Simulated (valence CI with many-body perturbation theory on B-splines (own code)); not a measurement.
# Os⁶⁹⁺: electric-dipole lines

Computed by configuration interaction combined with many-body perturbation theory (CI+MBPT): five valence electrons over a frozen Dirac-Fock core [He], radial functions for each j: 11 s, 11 p, 10 d, 8 f, 5 g, 2 h, with the one-electron correlation potential Σ1 (screened to all orders), the two-electron term Σ2, the three-electron term Σ3, Breit, model QED; selected single and double excitations, second order for the rest, scaled by the run's own slope (own B-spline code, finite nucleus).

The last digits are not significant, and no measured levels were compared; by estimate large intervals hold to a few tenths of a per cent, small ones and those within an open d or f shell to about a per cent. Among the levels kept, up to 7600 cm⁻¹ of a level comes from second order outside the variational space, and about a tenth of that is noise between levels of different J, which matters for small intervals.

Lines 201 to 250 of 600 in falling wavelength, among levels below 112230 × 10³ cm⁻¹, chosen from the strongest by gf and those to the six lowest levels. Wavelengths and rates use the calculated energies. Electric multipoles are in the length gauge, E1 and E2 with the static RPA response of the core. Weak lines are less certain than strong ones. Lines between different terms over intervals too small for the method are left out, as are lines whose strength nearly cancels. The highest levels of a list are the least certain.

Levels are named by their leading jj configuration (3d3/2^4 stands for four electrons in 3d with j = 3/2), which in mixed levels can hold well under half, so a name can repeat and another be missing. Letters in brackets count levels of one name in rising energy.

```tsv
λ vac (nm)	Upper	Lower	A (s⁻¹)	log gf	Branch %
0.6316	(2s 2p1/2 2p3/2^3) J=3/2 [a]	(2s^2 2p1/2 2p3/2^2) J=3/2	1.20e+13	-0.54	95.5
0.6291	(2p1/2^2 2p3/2^2 3s) J=3/2	(2s 2p1/2^2 2p3/2 3s) J=1/2	8.96e+12	-0.67	2.9
0.6262	(2s 2p1/2 2p3/2^2 3p3/2) J=1/2 [c]	(2s^2 2p1/2 2p3/2 3p3/2) J=1/2 [b]	7.46e+12	-1.06	1.3
0.6257	(2p1/2^2 2p3/2^2 3p3/2) J=3/2	(2s 2p1/2^2 2p3/2 3p3/2) J=1/2 [b]	9.53e+12	-0.65	2.2
0.6257	(2s 2p1/2 2p3/2^3) J=5/2	(2s^2 2p1/2 2p3/2^2) J=5/2	1.18e+13	-0.38	93.5
0.6249	(2s 2p1/2 2p3/2^2 3p3/2) J=7/2 [c]	(2s^2 2p1/2 2p3/2 3p3/2) J=5/2 [b]	4.33e+12	-0.69	1.2
0.6243	(2s 2p1/2 2p3/2^2 3p3/2) J=5/2 [c]	(2s^2 2p1/2 2p3/2 3p3/2) J=3/2 [b]	4.82e+12	-0.77	1.2
0.6242	(2s 2p1/2 2p3/2^2 3d5/2) J=7/2 [c]	(2s^2 2p1/2 2p3/2 3d5/2) J=5/2 [b]	3.34e+12	-0.81	3.9
0.6234	(2s 2p1/2 2p3/2^2 3d5/2) J=9/2 [c]	(2s^2 2p1/2 2p3/2 3d5/2) J=7/2 [b]	5.07e+12	-0.53	14.9
0.6220	(2s 2p1/2 2p3/2^2 3d5/2) J=5/2 [c]	(2s^2 2p1/2 2p3/2 3d5/2) J=5/2 [b]	5.84e+12	-0.69	0.8
0.6220	(2s 2p1/2 2p3/2^2 3d5/2) J=7/2 [d]	(2s^2 2p1/2 2p3/2 3d5/2) J=7/2 [b]	2.47e+12	-0.94	1.6
0.6220	(2s 2p1/2 2p3/2^2 3p3/2) J=3/2 [d]	(2s^2 2p1/2 2p3/2 3p3/2) J=3/2 [b]	7.55e+12	-0.76	3.7
0.6215	(2s 2p1/2 2p3/2^3) J=1/2	(2s^2 2p1/2 2p3/2^2) J=1/2	8.41e+12	-1.01	26.7
0.6213	(2s 2p1/2 2p3/2^2 3d5/2) J=3/2 [c]	(2s^2 2p1/2 2p3/2 3d5/2) J=3/2 [b]	4.94e+12	-0.94	0.3
0.6212	(2s 2p1/2 2p3/2^2 3d5/2) J=3/2 [d]	(2s^2 2p1/2 2p3/2 3d5/2) J=1/2	6.65e+12	-0.81	2.5
0.6208	(2s 2p1/2^2 2p3/2 3d5/2) J=7/2 [b]	(2s^2 2p1/2^2 3d5/2) J=5/2	1.44e+13	-0.18	3.0
0.6205	(2s 2p1/2 2p3/2^2 3d3/2) J=3/2 [c]	(2s^2 2p1/2 2p3/2 3d3/2) J=5/2 [a]	7.93e+12	-0.74	2.8
0.6202	(2s 2p1/2 2p3/2^2 3d5/2) J=7/2 [e]	(2s^2 2p1/2 2p3/2 3d5/2) J=7/2 [b]	8.86e+12	-0.39	0.5
0.6202	(2s 2p1/2^2 2p3/2 3p3/2) J=5/2 [b]	(2s^2 2p1/2^2 3p3/2) J=3/2	1.56e+13	-0.27	5.6
0.6201	(2s 2p1/2 2p3/2^2 3d5/2) J=5/2 [d]	(2s^2 2p1/2 2p3/2 3d5/2) J=3/2 [b]	6.78e+12	-0.63	1.2
0.6196	(2s 2p1/2 2p3/2^2 3d5/2) J=3/2 [d]	(2s^2 2p1/2 2p3/2 3d5/2) J=3/2 [b]	3.83e+12	-1.05	1.4
0.6193	(2s 2p1/2^2 2p3/2 3d3/2) J=3/2 [b]	(2s^2 2p1/2^2 3d3/2) J=3/2	1.52e+13	-0.46	8.8
0.6191	(2p1/2 2p3/2^4) J=1/2	(2s 2p1/2 2p3/2^3) J=3/2 [b]	3.39e+13	-0.41	66.6
0.6190	(2s 2p1/2 2p3/2^3) J=3/2 [b]	(2s^2 2p1/2 2p3/2^2) J=1/2	7.70e+12	-0.75	24.7
0.6190	(2s 2p1/2 2p3/2^2 3d5/2) J=7/2 [c]	(2s^2 2p1/2 2p3/2 3d5/2) J=5/2 [a]	2.93e+12	-0.87	3.4
0.6188	(2s 2p1/2 2p3/2^2 3p3/2) J=5/2 [e]	(2s^2 2p1/2 2p3/2 3p3/2) J=5/2 [b]	1.32e+13	-0.34	21.8
0.6186	(2s 2p1/2 2p3/2^2 3s) J=1/2 [a]	(2s^2 2p1/2 2p3/2 3s) J=3/2 [a]	1.08e+13	-0.91	6.0
0.6184	(2s 2p1/2 2p3/2^3) J=5/2	(2s^2 2p1/2 2p3/2^2) J=3/2	7.60e+11	-1.58	6.0
0.6180	(2s 2p1/2 2p3/2^2 3d3/2) J=1/2 [d]	(2s^2 2p1/2 2p3/2 3d3/2) J=3/2 [b]	1.02e+13	-0.93	0.7
0.6179	(2s 2p1/2 2p3/2^2 3p3/2) J=3/2 [f]	(2s^2 2p1/2 2p3/2 3p3/2) J=1/2 [b]	5.56e+12	-0.90	2.7
0.6178	(2p1/2^2 2p3/2^3) J=3/2	(2s 2p1/2^2 2p3/2^2) J=3/2	2.46e+13	-0.25	65.3
0.6178	(2s 2p1/2 2p3/2^2 3p3/2) J=3/2 [c]	(2s^2 2p1/2 2p3/2 3p3/2) J=5/2 [a]	9.24e+12	-0.67	4.4
0.6176	(2s 2p1/2 2p3/2^2 3p1/2) J=3/2 [b]	(2s^2 2p1/2 2p3/2 3p1/2) J=5/2	3.78e+12	-1.06	0.7
0.6176	(2s 2p1/2^2 2p3/2 3s) J=1/2	(2s^2 2p1/2^2 3s) J=1/2	1.66e+13	-0.72	5.2
0.6175	(2s 2p1/2 2p3/2^2 3d5/2) J=3/2 [e]	(2s^2 2p1/2 2p3/2 3d5/2) J=1/2	4.88e+12	-0.95	0.2
0.6174	(2s 2p1/2 2p3/2^2 3p3/2) J=3/2 [e]	(2s^2 2p1/2 2p3/2 3p3/2) J=3/2 [b]	6.51e+12	-0.83	2.1
0.6174	(2p1/2^2 2p3/2^3) J=3/2	(2s 2p1/2^2 2p3/2^2) J=1/2	5.75e+12	-0.88	15.2
0.6174	(2s 2p1/2^2 2p3/2 3p1/2) J=1/2	(2s^2 2p1/2^2 3p1/2) J=1/2	1.69e+13	-0.71	2.7
0.6173	(2s 2p1/2^2 2p3/2 3d3/2) J=5/2 [b]	(2s^2 2p1/2^2 3d3/2) J=3/2	1.44e+13	-0.31	15.8
0.6170	(2s 2p1/2 2p3/2^2 3d3/2) J=3/2 [f]	(2s^2 2p1/2 2p3/2 3d3/2) J=1/2 [b]	4.39e+12	-1.00	0.2
0.6169	(2s 2p1/2^2 2p3/2 3p1/2) J=3/2 [b]	(2s^2 2p1/2^2 3p1/2) J=1/2	1.63e+13	-0.43	3.9
0.6168	(2s 2p1/2 2p3/2^2 3d3/2) J=7/2 [c]	(2s^2 2p1/2 2p3/2 3d3/2) J=7/2	1.81e+13	-0.08	39.2
0.6167	(2p1/2 2p3/2^4) J=1/2	(2s 2p1/2 2p3/2^3) J=1/2	1.61e+13	-0.74	31.6
0.6166	(2s 2p3/2^4) J=1/2	(2s^2 2p3/2^3) J=3/2	2.64e+13	-0.52	99.0
0.6164	(2s 2p1/2 2p3/2^2 3d3/2) J=1/2 [b]	(2s^2 2p1/2 2p3/2 3d3/2) J=3/2 [a]	1.10e+13	-0.90	3.1
0.6163	(2s 2p1/2 2p3/2^2 3d5/2) J=5/2 [b]	(2s^2 2p1/2 2p3/2 3d5/2) J=7/2 [a]	8.58e+12	-0.53	1.0
0.6161	(2s 2p1/2 2p3/2^2 3d5/2) J=5/2 [c]	(2s^2 2p1/2 2p3/2 3d5/2) J=3/2 [a]	8.69e+12	-0.53	1.2
0.6161	(2s 2p1/2 2p3/2^2 3s) J=3/2 [d]	(2s^2 2p1/2 2p3/2 3s) J=3/2 [b]	1.85e+13	-0.38	8.4
0.6157	(2s 2p1/2^2 2p3/2 3d5/2) J=5/2 [b]	(2s^2 2p1/2^2 3d5/2) J=5/2	1.59e+13	-0.27	0.7
0.6157	(2s 2p1/2 2p3/2^2 3p3/2) J=1/2 [b]	(2s^2 2p1/2 2p3/2 3p3/2) J=3/2 [a]	1.77e+13	-0.70	49.4
```

Task: How does gf follow from A for the line at 0.6316 nm?

Result: gf = 1.4992 × (2J+1)_upper × A / σ², with σ = 15832578 cm⁻¹ and 2J+1 = 4: gf = 0.287.
